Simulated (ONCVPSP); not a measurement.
oxygen (O), ONCV: configuration errors across variants

ONCVPSP 4.0.1 input, shortened (lines: element, Z, core and valence counts, functional; n l f; lmax; l rc ep ncon nbas qcut; lloc lpopt rc5 dvloc0; l nproj debl; icmod fcfact rcfact), PBE, scalar-relativistic:

```
  O 8.00    1    2        4      upf
    1    0    2.00
    2    0    2.00
    2    1    3.00
    1
    0    0.70    0.00    4    7    8.80
    1    1.75    0.00    4    8    6.60
    4    1    0.45    0.00
    0    1    2.20
    1    2    0.70
    3    3.75    1.40
```

In the p channel the program set the typed energies aside and used -0.899, 0.250 Ha.

All-electron excitation energies from the reference (eV): (1) 2s2 2p4 -16.431; (2) 2s2 2p2 33.586; (3) 2s2 2p1 87.455; (4) 2s2 2p0 164.359.

1 further variants failed, have other tests or too few solved ones, and are left out.

Errors AE − PS in meV (a dash: test not solved or not reliable):

```csv
change,(1),(2),(3),(4),bound ghosts,GHOST(+) flags above zero
base,+85,+251,+1475,+4544,none,none
"all radii but the core radius scaled by about 0.89 (s 0.62, p 1.56 bohr); local potential polynomial inside 0.40 bohr (lpopt 1, dvloc0 0 Ha)",+59,+183,+1110,+3537,none,none
"all radii but the core radius scaled by about 1.09 (s 0.76, p 1.90 bohr); local potential polynomial inside 0.48 bohr (lpopt 1, dvloc0 0 Ha)",+109,+307,+1763,+5361,none,none
"all radii but the core radius scaled by about 1.27 (s 0.90, p 2.22 bohr); local potential polynomial inside 0.58 bohr (lpopt 1, dvloc0 0 Ha)",+178,+457,+2522,+7401,none,none
```

Question: Give the same row for: all radii but the core radius scaled by about 1.19 (s 0.84, p 2.08 bohr); local potential polynomial inside 0.54 bohr (lpopt 1, dvloc0 0 Ha).

Answer: +145, +386, +2171, +6449; bound ghosts: none; GHOST(+) flags above zero: none.
